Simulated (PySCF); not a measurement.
Species: C4H6FO2Si (doublet state).
Structure used (GFN2-xTB), in Å, numbered top down from 1:
```xyz
14
C4H6FO2Si angstrom
O     -3.5127   -0.7940    0.2849
C     -2.3781   -0.4415    0.4188
C     -1.3573   -0.3705   -0.6946
C     -0.4760    0.8262   -0.5661
F     -1.0637    2.0023   -0.9043
C      0.7865    0.8621   -0.1368
O      1.4472   -0.2441    0.2119
Si     2.8513   -0.5449    1.0011
H     -1.9756   -0.1371    1.4042
H     -1.8779   -0.3715   -1.6548
H     -0.7281   -1.2615   -0.6226
H      1.3173    1.8043   -0.0810
H      3.8155    0.5316    0.8341
H      3.1511   -1.8620    0.4829
```

The hyperfine couplings belong to this conformer and change with its torsions.

Identity: `O=CC/C(F)=C\O[SiH2]` [radical].

The calculation used PySCF, UKS B3LYP, pcH-1 on C F H O Si, non-relativistic, mean-field spin-orbit, GIAO. Isolated species at its GFN2-xTB geometry (one conformer only). Couplings are sensitive to structure, and on GFN2-xTB geometries they can be far from those on DFT ones, by a factor of two or more for some ions and for spin on atoms past the first row. Stability of the SCF solution: not tested.

What is the g tensor, term by term?

| Δg (ppm) | 1 | 2 | 3 |
| --- | --- | --- | --- |
| relativistic mass correction | -156 | -156 | -156 |
| gauge correction | 58 | 21 | 50 |
| orbital Zeeman/spin–orbit | -1025 | -48 | 2141 |
| total | -1123 | -183 | 2035 |

So g = 2.00120, 2.00214, 2.00435 and g_iso = 2.00256; the tensor is rhombic: the two nearest values differ by 30 % of g3 − g1. 

What effective moment and Curie constant follow for a powder?

With the mean of g² = 4.0103 and S(S+1) = 0.75: μ_eff = √(⟨g²⟩S(S+1)) = 1.734 μB and χT = 0.12505·⟨g²⟩·S(S+1) = 0.376 cm³ K/mol (cgs; spin-Hamiltonian part alone).

Average each term over the three axes. Which is largest in size?

The orbital-Zeeman/spin–orbit term 356, the mass correction -156 and the gauge correction 43 ppm, for a total of 243 ppm. The orbital-Zeeman/spin–orbit term is the largest in size. The mass correction is the same along every axis, so the anisotropy comes from the other two: their spans along these axes are 37 (gauge) and 3166 ppm (orbital Zeeman/spin–orbit).

In a frozen sample, at which fields do the three g values resonate at 9.5, 34, 94 and 263 GHz (hyperfine left aside), and which band first spreads them over more than twice a line width of 1.0 mT?

```tsv
band	GHz	B(g3) mT	B(g2) mT	B(g1) mT	spread mT
X	9.5	338.64	339.01	339.17	0.53
Q	34.0	1211.97	1213.32	1213.89	1.91
W	94.0	3350.75	3354.46	3356.04	5.29
J	263.0	9374.96	9385.35	9389.76	14.80
```

The spread grows in proportion to the frequency. W band is the first where it exceeds 2.0 mT.

The Mulliken spin populations are largest on Si8 (+0.84) and O7 (+0.07). Si8 is the only atom above +0.15. The angles at Si8 add up to 331.7°, so it is pyramidal.

The HOMO–LUMO gaps are 4.56 eV among the α and 3.91 eV among the β orbitals.

Hardware: one thread, Arm Neoverse V2 (aarch64), on a shared host. Cost: 78 s wall (grids of density and orbitals included), 1.0 GiB resident at most.
